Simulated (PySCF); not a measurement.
Isomers of C5H9ClSi2, from PBE0-D3(BJ)/def2-SVP geometry optimisation, gas phase in PySCF 2.14.0. One conformer each, no zero-point energy, no frequencies.

Problem. Which is lower in electronic energy at this level?
A. `[CH:1]#[C:2][C@@H:3]1[SiH2:4][CH2:5][Si@H:6]1[CH2:7][Cl:8]` with C5–Si6–C7–Cl8 -64°: A = 2158, B = 652.3, C = 547.2 MHz, dipole 0.95 D
B. `[SiH3:1][C:2]#[C:3][Si@H:4]([Cl:5])[CH:6]1[CH2:7][CH2:8]1` with C3–Si4–C6–C7 -159°: A = 1613, B = 540.1, C = 420.8 MHz, dipole 2.06 D

Solution. B. That is `[SiH3]C#C[Si@H](Cl)C1CC1`, 23.1 kcal/mol below the other.

```
                     SMILES                                               mapped SMILES       E (Eh)  relative (kcal/mol)  relative (kJ/mol)  dipole (D)
   [SiH3]C#C[Si@H](Cl)C1CC1   [SiH3:1][C:2]#[C:3][Si@H:4]([Cl:5])[CH:6]1[CH2:7][CH2:8]1  -1234.02360                  0.0                0.0        2.06
C#C[C@@H]1[SiH2]C[Si@H]1CCl  [CH:1]#[C:2][C@@H:3]1[SiH2:4][CH2:5][Si@H:6]1[CH2:7][Cl:8]  -1233.98683                 23.1               96.5        0.95
```

As drawn, the lower has a three-membered ring, which the higher lacks; the higher has a four-membered ring, which the lower lacks.
